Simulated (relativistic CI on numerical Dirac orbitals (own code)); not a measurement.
## Ligand-field terms of d9

Computed with a parametric ligand-field model of a d^n configuration (Racah B and C, spin-orbit zeta, crystal field), exact diagonalisation.

Field parameters in Wybourne normalisation: D4h B²₀ = −7Ds, B⁴₀ = 21(Dq − Dt), B⁴₄ = 21√(5/14) Dq; Oh B⁴₀ = 21Dq, B⁴₄ = √(5/14) B⁴₀. The field is a parameter set, without covalency.

Ground term and bands for B = 480, C = 1940, ζ = 0 cm⁻¹, Oh, 10Dq = 26500 cm⁻¹?

Ground term 2E with 3.00 electrons in the two orbitals of the cubic e set. Spin-allowed: 2T2 26500 cm⁻¹ (377 nm). Lowest spin-forbidden: none.

Ground term and bands for B = 500, C = 1760, ζ = 0 cm⁻¹, Oh, 10Dq = 5000 cm⁻¹?

Ground term 2E with 3.00 electrons in the two orbitals of the cubic e set. Spin-allowed: 2T2 5000 cm⁻¹ (2000 nm). Lowest spin-forbidden: none.

Ground term and bands for B = 890, C = 3970, ζ = 0 cm⁻¹, D4h, 10Dq = 30500, Ds = 3000, Dt = -140 cm⁻¹?

Ground term 2B1 with 3.00 electrons in the two orbitals of the cubic e set. Spin-allowed: 2A1 11300 cm⁻¹ (885 nm), 2B2 30500 cm⁻¹ (328 nm), 2E 40200 cm⁻¹ (249 nm). Lowest spin-forbidden: none.

Ground term and bands for B = 870, C = 4480, ζ = 0 cm⁻¹, D4h, 10Dq = 15000, Ds = -1500, Dt = 90 cm⁻¹?

Ground term 2A1 with 3.00 electrons in the two orbitals of the cubic e set. Spin-allowed: 2B1 5550 cm⁻¹ (1802 nm), 2E 15600 cm⁻¹ (641 nm), 2B2 20550 cm⁻¹ (487 nm). Lowest spin-forbidden: none.

Ground term and bands for B = 540, C = 2520, ζ = 0 cm⁻¹, D4h, 10Dq = 29650, Ds = 3000, Dt = -110 cm⁻¹?

Ground term 2B1 with 3.00 electrons in the two orbitals of the cubic e set. Spin-allowed: 2A1 11450 cm⁻¹ (873 nm), 2B2 29650 cm⁻¹ (337 nm), 2E 39200 cm⁻¹ (255 nm). Lowest spin-forbidden: none.
